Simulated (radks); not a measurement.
Results of a calculation; reference values are marked as such.
Spherical quantum dot in the effective-mass picture: electrons in a hard-walled sphere of radius 4.47, with a point charge +1 (a donor) at the centre, all in effective atomic units (hartree* = m*/eps^2 hartree, bohr* = eps/m* bohr), one dielectric constant everywhere. Level of theory: non-relativistic Kohn-Sham, r2SCAN, spin-polarised, spherical densities, generalised Kohn-Sham scheme (a radial shooting solver with Libxc functionals). Levels are named by radial order and angular momentum (1s, 1p, 1d, 2s, ...), and open shells are averaged over m. Results are scaled to m* = 0.297 and eps = 12.1, for which hartree* = 55.2 meV and bohr* = 2.156 nm. Each electron was tried in the lowest free levels, single moves between levels near the top were tried too, and the lowest total energy was kept; such a search can miss a lower state. At N = 1 the Hartree and exchange-correlation terms need not cancel, so that row can carry a self-interaction error.

| N | open shells | 2S | E (meV) | addition energy mu(N+1) - mu(N) (meV) | rms radius (nm) |
|---|---|---|---|---|---|
| 1 | 1s(up 1, down 0) | 1 | -27.1097 | 30.72 | 3.420 |
| 2 | none | 0 | -23.5025 | 38.88 | 4.104 |
| 3 | 1p(up 1, down 0) | 1 | 18.9825 | 14.37 | 4.938 |
| 4 | 1p(up 2, down 0) | 2 | 75.8377 | 15.33 | 5.351 |
| 5 | 1p(up 3, down 0) | 3 | 148.026 | 21.85 | 5.612 |
| 6 | 1p(up 3, down 1) | 2 | 242.065 | 13.96 | 5.811 |
| 7 | 1p(up 3, down 2) | 1 | 350.062 | 14.75 | 5.963 |
| 8 | none | 0 | 472.808 | 30.79 | 6.085 |
| 9 | 1d(up 1, down 0) | 1 | 626.344 | 14.34 | 6.218 |
| 10 | 1d(up 2, down 0) | 2 | 794.219 | 14.53 | 6.327 |
| 11 | 1d(up 3, down 0) | 3 | 976.622 | 14.62 | 6.419 |
| 12 | 1d(up 4, down 0) | 4 | 1173.65 | 14.68 | 6.498 |
| 13 | 1d(up 5, down 0) | 5 | 1385.35 | 20.57 | 6.566 |
| 14 | 1d(up 5, down 1) | 4 | 1617.63 | 13.91 | 6.631 |
| 15 | 1d(up 5, down 2) | 3 | 1863.82 | 14.14 | 6.688 |
| 16 | 1d(up 5, down 3) | 2 | 2124.16 | 14.30 | 6.739 |
| 17 | 1d(up 5, down 4) | 1 | 2398.79 | 14.41 | 6.785 |
| 18 | none | 0 | 2687.84 | 21.61 | 6.827 |
| 19 | 2s(up 1, down 0) | 1 | 2998.50 | 26.27 | 6.802 |
| 20 | 2s(up 1, down 0) 1f(up 1, down 0) | 2 | 3335.43 | 14.17 | 6.846 |
| 21 | 2s(up 1, down 0) 1f(up 2, down 0) | 3 | 3686.53 | 14.20 | 6.886 |
| 22 | 2s(up 1, down 0) 1f(up 3, down 0) | 4 | 4051.83 | 14.24 | 6.923 |
| 23 | 2s(up 1, down 0) 1f(up 4, down 0) | 5 | 4431.37 | - | 6.957 |

All shells are closed at N = 2, 8, 18 (there: 1s2 1p6 1d10); the second difference of the energy has clear peaks (12 % above both neighbours; the first and last values, which can be the largest, are not judged, and half-filled shells can peak too) at N = 2, 5, 8, 13, 19.
